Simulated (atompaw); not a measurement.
What one change does to a pseudopotential (Er (Z = 68), PAW (atompaw))

atompaw 4.2.0.5 input, output lines left out:

```
Er 68
GGA-PBE scalarrelativistic loggrid 2001 logderivrange -6 5 276
6 6 5 4 0 0
6 0 1.75
6 1 0
5 2 0
4 3 12
0 0 0
c
c
c
c
v
v
c
c
c
v
v
c
c
v
v
3
3.00 2.80 2.35 1.85
n
n
y
0.4
n
y
4.15
n
custom polynom gramschmidtortho sinc
bessel
2.10
3.00
2.60
3.00
3.00
3.00
0.65
0.65
```

Change: waves 5s (bound); 6s (bound); 5p (bound); 6p (bound); 5d (bound); 5d channel at 0.4 Ry; 4f (bound); 4f channel at 4.15 Ry; augmentation sinc compensation charge, radius 2.80 bohr; PAW radius 3.00 bohr; waves and projectors: bloechl.

Cutoffs: the cutoffs (Ry, on a coarse ladder) from which the occupation-weighted sum of valence levels, in a spherical-Bessel basis at the reference potential, stays within 10 and 1 mRy of its value at 400 Ry; they do not see the model core or the augmentation charge, which bear on the density cutoff.

Q: What does the change do?

A: The range in which the d phases agree narrows (upper end at the end of the scan → 1.5); the range in which the f phases agree narrows (upper end at the end of the scan → 1.1); neither file shows a bound ghost.

| quantity | base | changed |
| --- | --- | --- |
| cutoff, loose | over 300 Ry | 30 Ry |
| cutoff, tight | over 300 Ry | 35 Ry |
| loose cutoff by channel (10 mRy a level) | s 10 Ry, p 10 Ry, f 300 Ry | s 12 Ry, p 15 Ry, f 21 Ry |
| bound ghosts | none | none |
| s: phases at 3.00 bohr within 0.05 rad from the reference energy up to (Ry; the scan ends near 5) | 3.3 | 3.7 |
| p: phases at 3.00 bohr within 0.05 rad from the reference energy up to (Ry; the scan ends near 5) | 4.8 | to the end of the scan |
| d: phases at 3.00 bohr within 0.05 rad from the reference energy up to (Ry; the scan ends near 5) | to the end of the scan | 1.5 |
| f: phases at 3.00 bohr within 0.05 rad from the reference energy up to (Ry; the scan ends near 5) | to the end of the scan | 1.1 |
| lowest overlap eigenvalue by channel | s 0.51, p 0.73, d 0.94, f 1.00 | s 0.52, p 0.65, d 0.04, f 1.00 |

 The cutoffs see the waves, projectors and local potential, not the compensation charge or the core.
